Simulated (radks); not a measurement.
Species: Cd IV. Configuration: [Kr] 4d8.25 5p0.75 (fractional occupations, a model configuration). Calculated with a radial shooting solver on a logarithmic mesh with Libxc functionals: scalar-relativistic Kohn-Sham, r2SCAN, spin-unpolarised, spherical densities, finite nucleus; meta-GGA in the generalised Kohn-Sham scheme; Fermi nuclear charge, rms radius 4.6087 fm.

Unscreened Slater integrals over Kohn-Sham orbitals (hartree).

integral,value
"F0(5p,5p)",0.34177
"F2(5p,5p)",0.18681
"F0(5p,4d)",0.42213
"F2(5p,4d)",0.12499
"G1(5p,4d)",0.045408
"G3(5p,4d)",0.040405
"F0(5p,4p)",0.43192
"F2(5p,4p)",0.10163
"G0(5p,4p)",0.020246
"G2(5p,4p)",0.026118
"F0(5p,4s)",0.43519
"G1(5p,4s)",0.027871
"F0(4d,4d)",0.77463
"F2(4d,4d)",0.39098
"F4(4d,4d)",0.25764
"F0(4d,4p)",0.84882
"F2(4d,4p)",0.42661
"G1(4d,4p)",0.54004
"G3(4d,4p)",0.33229
"F0(4d,4s)",0.87449
"G2(4d,4s)",0.40367
"F0(4p,4p)",0.94877
"F2(4p,4p)",0.49953
"F0(4p,4s)",0.98512
"G1(4p,4s)",0.67105
"F0(4s,4s)",1.0266

Derived for the open shells (J is the average intra-shell exchange parameter used in DFT+U). 4d: Racah B = F2/49 - 5 F4/441 = 0.005058 hartree, C = 35 F4/441 = 0.02045 hartree, C/B = 4.04, F4/F2 = 0.659, J = (F2 + F4)/14 = 0.04633 hartree. 5p: J = F2/5 = 0.03736 hartree.
